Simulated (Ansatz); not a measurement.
C2H5ClOSi can be A, `O/C=C/[SiH2]Cl`, or B, `Cl[SiH]1CCO1`.

Isolated molecules relaxed with PBE0-D4/def2-TZVP in Ansatz; ΔE leaves out vibrations. CBS: MP2 limit from def2 TZ/QZ plus the TZ coupled-cluster correction, frozen cores. DFT in def2-TZVPP. B3LYP here is the variant with VWN-RPA as its local correlation; programs differ in this. One conformer a species, not always the lowest.

Problem. Which is lower in electronic energy at CCSD(T)/CBS, and by how much? (An estimate is asked.)

Solution. Ansatz gave: B, by 26.8 kcal/mol.

Problem. Give E(B) − E(A) in kcal/mol with MP2/def2-TZVPP, PBE-D4, CCSD(T)/def2-TZVPP, r2SCAN-D4, ωB97M-V, B3LYP, B3LYP-D4. (An estimate is asked.)

Solution. Computed: MP2/def2-TZVPP -28.8, PBE-D4 -24.7, CCSD(T)/def2-TZVPP -26.9, r2SCAN-D4 -26.2, ωB97M-V -27.5, B3LYP -23.1, B3LYP-D4 -23.8. None reverses the order clearly.

Largest T1 diagnostic: 0.012.

From PBE to PBE0 (25 % exact exchange), in def2-TZVPP and without D4, E(B) − E(A) moves by −2.6 kcal/mol. The D4 term adds −0.7 kcal/mol with B3LYP and −0.3 kcal/mol with PBE0; it sums over pairs of atoms, weighted by their polarisabilities, and B3LYP, whose exchange is more repulsive, gets the larger term.
